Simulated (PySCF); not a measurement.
Compound: C4H6BF.
Atom-mapped SMILES: `[CH3:1][BH:2][C:3]#[C:4][CH2:5][F:6]` (hydrogens: H7, H8, H9 on C1; H10 on B2; H11, H12 on C5)

Geometry (GFN2-xTB, Å), atoms numbered from 1 in this order:
```xyz
12
C4H6BF angstrom
C     -2.365    0.620    0.116
B     -1.404   -0.623    0.043
C      0.082   -0.434    0.104
C      1.276   -0.244    0.167
C      2.707   -0.064    0.242
F      3.386   -1.261    0.142
H     -1.864    1.564    0.316
H     -3.133    0.476    0.875
H     -2.898    0.723   -0.829
H     -1.838   -1.707   -0.064
H      3.062    0.571   -0.580
H      2.988    0.379    1.206
```

The closed-shell ground state was solved at several levels (PySCF, density fitting, gas phase, non-relativistic).

```csv
level,basis functions,total energy (Eh),HOMO (eV),LUMO (eV),gap (eV),dipole (D)
B3LYP/pcJ-1,222,-280.6833,-7.85,-2.09,5.76,2.11
PBE0/pcSseg-1,132,-280.3044,-8.08,-1.91,6.17,2.14
```

Task: What might wB97X-D/def2-SVPD (171 basis functions) give for the same quantities?

Result: Total energy -280.3747 Eh, HOMO -9.97 eV, LUMO -0.08 eV, gap 9.89 eV, dipole 2.12 D.

Task: Over all these levels, which gives the widest orbital gap and which the narrowest?

Result: wB97X-D/def2-SVPD (range-separated hybrid) has the widest, 9.89 eV, and B3LYP/pcJ-1 (global hybrid, 20 % exact exchange) the narrowest, 5.76 eV. Functional and basis both differ between the two, so the spread mixes both effects.

Task: How far do the dipole and the HOMO energy spread over the levels?

Result: The dipole runs from 2.11 to 2.14 D (mean 2.12 D) and the HOMO from -9.97 to -7.85 eV.

Note: wB97X-D ran without an empirical dispersion term, which enters the total energy and its gradient alone.
